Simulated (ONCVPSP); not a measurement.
**Ge (Z = 32): excitation energies, all-electron against ONCV**

```json
{
 "Element": "germanium (Ge)",
 "Generator": "ONCVPSP 4.0.1",
 "Type": "optimised norm-conserving Vanderbilt (ONCV)",
 "Functional": "LDA (Perdew-Wang 92)",
 "Relativity": "scalar-relativistic",
 "Frozen core": "[Ar] 3d10",
 "Valence charge": "4",
 "Reference configuration": "4s2 4p1 (charge +1)",
 "Partial waves": "4s: rc 1.55 bohr, ncon 4, nbas 8, qcut 4 1/bohr, 2 projectors, debl 3.6 Ha; 4p: rc 2.25 bohr, ncon 4, nbas 8, qcut 3 1/bohr, 2 projectors, debl 1.3 Ha; d scattering state at 0.15 Ha: rc 1.95 bohr, ncon 3, nbas 8, qcut 4.2 1/bohr, 2 projectors, debl 3.9 Ha",
 "Local potential": "polynomial inside 1.40 bohr (lpopt 5, dvloc0 3 Ha)",
 "Core correction": "Teter function, fcfact 5.5, rcfact 1.2"
}
```

Energies are relative to the spin-unpolarised reference configuration 4s2 4p1; without spin polarisation the order of configurations can differ from experiment.

Problem. Give the all-electron excitation energy and the error of the potential for: 4s2 4p2; 4s2 4p0; 4s1 4p0; 4s2 4p1.5.

Solution.

```tsv
valence configuration	charge	ΔE all-electron (eV)	error AE − PS (meV)
4s2 4p2	0	-7.630	+0.6
4s2 4p0	+2	15.710	-8.2
4s1 4p0	+3	50.925	-57
4s2 4p1.5	+0.5	-4.745	+0.3
```
